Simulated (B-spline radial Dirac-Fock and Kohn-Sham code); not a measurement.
Z = 59 (praseodymium), transition energy 500 keV. Method: a Dirac-Hartree-Slater potential of the neutral atom with a Latter tail (no hole, which puts coefficients of high multipoles low close above an edge), finite nucleus with surface currents. Computed with a radial finite-basis atomic code. Subshells that would emit electrons below 1 keV are left out.

Q: A pure transition shows α(K) = 0.00940, L1/L2 = 4.23 and L1/L3 = 6.66. What is its multipolarity?
A. M1
B. E4
C. E2
D. M2
E. M4
F. M3
G. E1
H. E3

A: C. For comparison, α(K), L1/L2, L1/L3 are E1 0.00325, 18.1, 15.4; E3 0.0246, 1.49, 3.37; E4 0.0629, 0.746, 2.00; M1 0.0145, 18.4, 88.1; M2 0.0461, 11.3, 35.9; M3 0.125, 7.59, 11.0; M4 0.333, 5.53, 4.86.
